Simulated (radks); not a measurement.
Q: Species: Hf10+. Configuration: [Kr] 4d10 4f(5/2: 6, 7/2: 6) 5s2 5p(1/2: 1, 3/2: 1). All-electron calculation, Dirac Kohn-Sham, relativistic LDA (MacDonald-Vosko exchange, VWN5 correlation), spin-unpolarised, spherical densities, finite nucleus; Fermi nuclear charge, rms radius 5.347 fm. Program: a radial shooting solver on a logarithmic mesh with Libxc functionals. Some entries of the table are withheld. Estimate them.

| orbital | occ. | eigenvalue (eV) | <r^2> (bohr^2) |
|---|---|---|---|
| 1s1/2 | 2 | -64917.06 | 0.0004995 |
| 2s1/2 | 2 | -11261.66 | 0.007640 |
| 2p1/2 | 2 | (1) | 0.005467 |
| 2p3/2 | 4 | (2) | 0.006670 |
| 3s1/2 | 2 | -2707.750 | (3) |
| 3p1/2 | 2 | -2490.261 | 0.04595 |
| 3p3/2 | 4 | -2237.742 | 0.05259 |
| 3d3/2 | 4 | -1866.087 | 0.04090 |
| 3d5/2 | 6 | -1810.689 | 0.04273 |
| 4s1/2 | 2 | -687.8614 | 0.2474 |
| 4p1/2 | 2 | (4) | 0.2553 |
| 4p3/2 | 4 | (5) | 0.2907 |
| 4d3/2 | 4 | -390.9394 | 0.3163 |
| 4d5/2 | 6 | -380.0059 | 0.3293 |
| 5s1/2 | 2 | -225.2243 | 1.194 |
| 5p1/2 | 1 | -195.5419 | 1.349 |
| 4f5/2 | 6 | -193.5563 | (6) |
| 4f7/2 | 6 | -191.5439 | (7) |
| 5p3/2 | 1 | -183.9715 | 1.504 |

A: 
(1) 2p1/2 eigenvalue (eV): -10776.55
(2) 2p3/2 eigenvalue (eV): -9599.455
(3) 3s1/2 <r^2> (bohr^2): 0.05001
(4) 4p1/2 eigenvalue (eV): -598.2123
(5) 4p3/2 eigenvalue (eV): -539.5567
(6) 4f5/2 <r^2> (bohr^2): 0.4329
(7) 4f7/2 <r^2> (bohr^2): 0.4425
